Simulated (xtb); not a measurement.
trisilane (H₈Si₃), singlet, from a rough starting geometry; xtb 6.7.1 with GFN2-xTB.

Input for xtb:
```
$ xtb mol.xyz --gfn 2 --opt vtight --json

# file mol.xyz
11

Si     1.80976089     0.69939279    -0.05805818
Si     0.12722432    -0.92844942    -0.10060719
Si    -1.98668860    -0.11063709     0.10203179
H      3.20138313     0.25858572    -0.10540651
H      1.70196997     1.71079695    -1.11715551
H      1.81689206     1.47996292     1.21930040
H      0.40441258    -1.88517235     0.93286141
H      0.23661881    -1.69461623    -1.33955230
H     -2.28531188     0.87115174    -0.91228000
H     -2.14050442     0.62379665     1.39121405
H     -3.06168918    -1.06677154     0.04963566
```

The log (banner, timings and long lists left out):

```
   ID    Z sym.   atoms
    1   14 Si     1-3
    2    1 H      4-11

           -------------------------------------------------
          |                Calculation Setup                |
           -------------------------------------------------

           -------------------------------------------------
          |                 G F N 2 - x T B                 |
           -------------------------------------------------

          ...................................................
          :                      SETUP                      :
          :.................................................:
          :  # basis functions                  38          :
          :  # atomic orbitals                  35          :
          :  # shells                           17          :
          :  # electrons                        20          :
          :  max. iterations                   250          :
          :  Hamiltonian                  GFN2-xTB          :
          :  restarted?                      false          :
          :  GBSA solvation                  false          :
          :  PC potential                    false          :
          :  electronic temp.          300.0000000     K    :
          :  accuracy                    1.0000000          :
          :  -> integral cutoff          0.2500000E+02      :
          :  -> integral neglect         0.1000000E-07      :
          :  -> SCF convergence          0.1000000E-05 Eh   :
          :  -> wf. convergence          0.1000000E-03 e    :
          :  Broyden damping             0.4000000          :
          :  net charge                          0          :
          :  unpaired electrons                  0          :
          ...................................................

 iter      E             dE          RMSdq      gap      omega  full diag
   1     -9.2020873 -0.920209E+01  0.503E+00    4.36       0.0  T
   2     -9.3232357 -0.121148E+00  0.213E+00    3.97       1.0  T
   3     -9.3241226 -0.886858E-03  0.113E+00    3.94       1.0  T
   4     -9.3241628 -0.402316E-04  0.169E-01    3.95       1.0  T
   5     -9.3241698 -0.697428E-05  0.122E-01    3.95       1.0  T
   6     -9.3241815 -0.116658E-04  0.422E-02    3.95       1.0  T
   7     -9.3241824 -0.945358E-06  0.274E-02    3.95       1.1  T
   8     -9.3241830 -0.601631E-06  0.128E-02    3.95       2.4  T
   9     -9.3241831 -0.813783E-07  0.855E-03    3.95       3.5  T
  10     -9.3241831 -0.225989E-07  0.372E-03    3.95       8.1  T
  11     -9.3241831 -0.237997E-07  0.124E-03    3.95      24.3  T
  12     -9.3241831 -0.523103E-09  0.382E-04    3.95      78.9  T
  13     -9.3241831  0.258353E-10  0.196E-04    3.95     153.8  T

   *** convergence criteria satisfied after 13 iterations ***

         :::::::::::::::::::::::::::::::::::::::::::::::::::::
         ::                     SUMMARY                     ::
         :::::::::::::::::::::::::::::::::::::::::::::::::::::
         :: total energy              -9.232985696151 Eh    ::
         :: gradient norm              0.036501517083 Eh/a0 ::
         :: HOMO-LUMO gap              3.953122788170 eV    ::
         ::.................................................::
         :: SCC energy                -9.324173376555 Eh    ::
         :: -> isotropic ES            0.022068240390 Eh    ::
         :: -> anisotropic ES          0.002544857245 Eh    ::
         :: -> anisotropic XC          0.008008703525 Eh    ::
         :: -> dispersion             -0.007512795939 Eh    ::
         :: repulsion energy           0.091187680404 Eh    ::
         :: add. restraining           0.000000000000 Eh    ::
         :: total charge               0.000000000000 e     ::
         :::::::::::::::::::::::::::::::::::::::::::::::::::::

      -----------------------------------------------------------
     |                   =====================                   |
[...]
 * total energy  :    -9.2356901 Eh     change       -0.5518377E-03 Eh
 * total energy  :    -9.2357354 Eh     change       -0.4529545E-04 Eh
 * total energy  :    -9.2357596 Eh     change       -0.2416203E-04 Eh
 * total energy  :    -9.2357633 Eh     change       -0.3712684E-05 Eh
 * total energy  :    -9.2357676 Eh     change       -0.4349278E-05 Eh
 * total energy  :    -9.2357694 Eh     change       -0.1781383E-05 Eh
 * total energy  :    -9.2357708 Eh     change       -0.1412197E-05 Eh
 * total energy  :    -9.2357715 Eh     change       -0.6759618E-06 Eh
 * total energy  :    -9.2357720 Eh     change       -0.4879379E-06 Eh
 * total energy  :    -9.2357723 Eh     change       -0.2512516E-06 Eh
 * total energy  :    -9.2357724 Eh     change       -0.1418125E-06 Eh
 * total energy  :    -9.2357725 Eh     change       -0.9407022E-07 Eh
   *** GEOMETRY OPTIMIZATION CONVERGED AFTER 14 ITERATIONS ***
         :: total energy              -9.235772492022 Eh    ::
[...]
        11                         -0.2121975              -5.7742 (LUMO)
        12                         -0.2092077              -5.6928
        13                         -0.1940109              -5.2793
        14                         -0.1867405              -5.0815
        15                         -0.1762116              -4.7950
        16                         -0.1612173              -4.3869
        17                         -0.1490749              -4.0565
        18                         -0.1441313              -3.9220
        19                         -0.1182960              -3.2190
        20                         -0.0988583              -2.6901
        21                         -0.0878833              -2.3914
       ...                                ...                  ...
        35                          0.8531426              23.2152
      -------------------------------------------------------------
                  HL-Gap            0.1456682 Eh            3.9638 eV
             Fermi-level           -0.2850316 Eh           -7.7561 eV

     #   Z          covCN         q      C6AA      α(0)
     1  14 Si       3.695     0.360   100.722    19.223
     2  14 Si       3.715     0.283   102.610    19.396
     3  14 Si       3.695     0.360   100.722    19.223
     4   1 H        0.918    -0.113     6.025     3.839
     5   1 H        0.918    -0.128     6.639     4.030
     6   1 H        0.918    -0.128     6.652     4.034
     7   1 H        0.915    -0.133     6.891     4.106
     8   1 H        0.915    -0.133     6.891     4.106
     9   1 H        0.918    -0.128     6.649     4.033
    10   1 H        0.918    -0.128     6.642     4.031
    11   1 H        0.918    -0.113     6.025     3.839

 Mol. C6AA /au·bohr⁶  :       2542.516979
 Mol. C8AA /au·bohr⁸  :     105926.938245
 Mol. α(0) /au        :         89.857861

Wiberg/Mayer (AO) data.
largest (>0.10) Wiberg bond orders for each atom

 ---------------------------------------------------------------------------
     #   Z sym  total        # sym  WBO       # sym  WBO       # sym  WBO
 ---------------------------------------------------------------------------
     1  14 Si   3.672 --     4 H    0.900     5 H    0.900     6 H    0.900
                             2 Si   0.860
     2  14 Si   3.687 --     7 H    0.895     8 H    0.895     3 Si   0.860
                             1 Si   0.860
     3  14 Si   3.672 --    11 H    0.900    10 H    0.900     9 H    0.900
                             2 Si   0.860
     4   1 H    0.987 --     1 Si   0.900
     5   1 H    0.984 --     1 Si   0.900
     6   1 H    0.984 --     1 Si   0.900
     7   1 H    0.982 --     2 Si   0.895
     8   1 H    0.982 --     2 Si   0.895
     9   1 H    0.984 --     3 Si   0.900
    10   1 H    0.984 --     3 Si   0.900
    11   1 H    0.987 --     3 Si   0.900
 ---------------------------------------------------------------------------

Topologies differ in total number of bonds
Writing topology from bond orders to xtbtopo.mol

molecular dipole:
                 x           y           z       tot (Debye)
 q only:        0.015      -0.073      -0.008
   full:        0.013      -0.064      -0.007       0.167
molecular quadrupole (traceless):
                xx          xy          yy          xz          yz          zz
 q only:       -1.532      -0.320      -0.070       0.165      -0.157       1.602
  q+dip:       -2.299      -0.449      -0.262       0.257      -0.269       2.561
   full:       -2.722      -0.582      -0.069       0.282      -0.265       2.790

optimized geometry written to: xtbopt.xyz

           -------------------------------------------------
          | TOTAL ENERGY               -9.235772492022 Eh   |
          | GRADIENT NORM               0.000028978676 Eh/α |
          | HOMO-LUMO GAP               3.963834011606 eV   |
           -------------------------------------------------
```
